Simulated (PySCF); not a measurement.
# Where the electron goes

Compound: C₆H₈O₂.
Structure used (GFN2-xTB), in Å, numbered top down from 1:
```
atom  x, y, z in Å
C1     1.696    0.153    1.640
C2     0.952    0.188    0.528
C3    -0.464   -0.144    0.548
C4    -1.273   -0.226   -0.506
C5    -2.715   -0.587   -0.420
C6     1.587    0.614   -0.747
O7     1.037    1.164   -1.668
O8     2.900    0.334   -0.784
H9     1.266   -0.124    2.588
H10    2.742    0.404    1.632
H11   -0.856   -0.360    1.535
H12   -0.904   -0.017   -1.499
H13   -3.325    0.213   -0.838
H14   -3.020   -0.765    0.609
H15   -2.909   -1.485   -1.008
H16    3.277    0.647   -1.622
```

The calculation used TDDFT PBE0/def2-SVPD, vertical, gas phase, core orbitals frozen in the response (PySCF 2.14.0, density-fitted response routines).

Frontier orbitals with the atoms that hold most of them (Löwdin shares over 4%, at most four atoms; ? is withheld):

| orbital | ε (eV) | atoms |
| --- | --- | --- |
| LUMO+2 | 0.54 | O8 36%, H16 19%, C6 16%, O7 11% |
| LUMO+1 | 0.09 | C4 21%, C3 20%, C6 17%, O7 13% |
| LUMO | -1.46 | C1 29%, C2 18%, C6 12%, O7 11% |
| HOMO | ? | ? |
| HOMO-1 | -8.12 | ? |
| HOMO-2 | -9.20 | O7 31%, C2 13%, O8 12%, C3 11% |
| HOMO-3 | -9.64 | O8 35%, C2 16%, O7 11%, C3 10% |

Q: Which atoms hold the HOMO, and with what shares?

A: C4 (bonded to 2 C and H) 25%; C3 (bonded to 2 C and H) 23%; C1 (bonded to C and 2 H) 20%; C2 (bonded to 3 C) 13%.

Q: Which atoms hold the HOMO-1, and with what shares?

A: O7 (bonded to C) 62%; O8 (bonded to C and H) 11%; C6 (bonded to C and 2 O) 8%; C2 (bonded to 3 C) 7%. By element: oxygen 73%, carbon 15% or more.

Q: What is the HOMO energy, and the HOMO–LUMO gap?

A: ε(HOMO) = -6.79 eV; the gap is 5.34 eV (0.1961 hartree).

Q: How does S1 compare with the orbital gap of 5.34 eV?

A: S1 is at 4.75 eV (f = 0.157), 0.58 eV below the gap, made of HOMO→LUMO (78%), HOMO-1→LUMO (12%). Without the coupling terms of the response equations the lowest excitation would equal the gap.

Q: Give energy, strength and leading configuration of S1, S2, S3 and S5, and follow the Löwdin shares of the leading atoms from the occupied to the empty orbital.

A: 
- S1 (4.75 eV, f 0.157), HOMO→LUMO (78%): C4 25% → at most 11%, C3 23% → at most 11%, C1 20% → 29%, C2 13% → 18%
- S2 (4.99 eV, f 0.037), HOMO-1→LUMO (79%): O7 62% → 11%, O8 11% → at most 11%, C1 at most 7% → 29%, C2 7% → 18%
- S3 (6.14 eV, f 0.420), HOMO→LUMO+1 (87%): C4 25% → 21%, C3 23% → 20%
- S5 (6.55 eV, f 0.013), HOMO-1→LUMO+1 (79%): O7 62% → 13%, O8 11% → at most 13%, C4 at most 7% → 21%, C3 at most 7% → 20%

Löwdin shares depend on the basis, the more so with diffuse functions.

One conformer stands for the species.
